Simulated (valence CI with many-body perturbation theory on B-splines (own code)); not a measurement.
## Forbidden lines of Rh XIII

Calculated by configuration interaction combined with many-body perturbation theory (CI+MBPT): five valence electrons over a frozen Dirac-Fock core [Ar] 3d10, a basis of 9 s, 9 p, 8 d, 6 f, 3 g, 1 h functions for each j, with the one-electron correlation potential Σ1, the two-electron term Σ2, the three-electron term Σ3, Breit, model QED; selected CI, second order for the rest, scaled by the run's own slope (own B-spline code, finite nucleus).

No measured levels were compared; by estimate levels hold to about 250 cm⁻¹ or 0.2 % of their energy and the worst to 1 %, as in measured heavy ions of charge 2 to 7; those with d or f electrons hold less well. Among the levels kept, up to 600 cm⁻¹ of a level comes from second order outside the variational space, and about a tenth of that is noise between levels of different J, which matters for small intervals.

Lines 1 to 21 of 21 in falling wavelength, among levels below 88.045 eV, chosen from the decays that carry over 1 % of a level's rate. Wavelengths and rates use the calculated energies, so an error of 900 cm⁻¹ moves a line at 278.6 nm by 2.5 % and its rate by three times that or more. Electric multipoles are in the length gauge, E1 and E2 with the static RPA response of the core. S is in atomic units (e²a₀⁴ for E2 and M2, e²a₀⁶ for E3), for M1 in squared Bohr magnetons. Weak lines are less certain than strong ones. Lines between different terms over intervals too small for the method are left out, as are lines whose strength nearly cancels.

Names give the largest LS component (configuration and term), which can be under half, so a name can repeat, a term be missing and a line seem to break the LS rules; names also repeat where a configuration has a term twice. Letters in brackets count levels of one name in rising energy.

```
λ vac (nm)              Upper                  Lower  Type   A (s⁻¹)  S (a.u.)
     752.8    4s2.4p3 2D°_5/2        4s2.4p3 2D°_3/2    M1  1.69e+01  1.61e+00
     728.0  4s2.4p2.4d 4F_9/2      4s2.4p2.4d 4F_7/2    M1  5.24e+01  7.50e+00
     459.5  4s2.4p2.4d 2G_9/2  4s2.4p2.4d 2G_7/2 [a]    M1  7.56e+01  2.72e+00
     353.3    4s2.4p3 2P°_3/2        4s2.4p3 2P°_1/2    M1  1.39e+02  9.06e-01
     278.6    4s2.4p3 2D°_3/2        4s2.4p3 4S°_3/2    M1  7.02e+02  2.25e+00
     273.5    4s2.4p3 2P°_1/2        4s2.4p3 2D°_3/2    M1  1.05e+02  1.59e-01
     203.3    4s2.4p3 2D°_5/2        4s2.4p3 4S°_3/2    M1  1.07e+02  2.00e-01
     203.3    4s2.4p3 2D°_5/2        4s2.4p3 4S°_3/2    E2  3.16e+00  5.88e-01
     202.7  4s2.4p2.4d 2G_9/2      4s2.4p2.4d 4F_9/2    M1  6.49e+02  2.00e+00
     193.8    4s2.4p3 2P°_3/2        4s2.4p3 2D°_5/2    M1  5.57e+02  6.02e-01
     177.2  4s2.4p2.4d 2G_9/2  4s2.4p2.4d 2F_7/2 [a]    M1  2.21e+01  4.55e-02
     158.6  4s2.4p2.4d 2G_9/2      4s2.4p2.4d 4F_7/2    M1  6.16e+02  9.11e-01
     154.1    4s2.4p3 2P°_3/2        4s2.4p3 2D°_3/2    M1  2.51e+03  1.36e+00
     138.0    4s2.4p3 2P°_1/2        4s2.4p3 4S°_3/2    M1  1.40e+03  2.73e-01
     99.23    4s2.4p3 2P°_3/2        4s2.4p3 4S°_3/2    M1  5.78e+02  8.37e-02
     81.92  4s2.4p2.4d 4F_9/2          4s.4p4 2D_5/2    E2  8.44e+00  2.78e-02
     58.34  4s2.4p2.4d 2G_9/2          4s.4p4 2D_5/2    E2  4.51e+01  2.72e-02
     50.61  4s2.4p2.4d 4F_9/2          4s.4p4 4P_5/2    E2  1.19e+02  3.53e-02
     40.50  4s2.4p2.4d 2G_9/2          4s.4p4 4P_5/2    E2  2.00e+02  1.95e-02
     23.13  4s2.4p2.4d 4F_9/2        4s2.4p3 2D°_5/2    M2  1.30e+02  7.70e-04
     20.76  4s2.4p2.4d 4F_9/2        4s2.4p3 4S°_3/2    E3  5.15e+00  2.73e+00
```
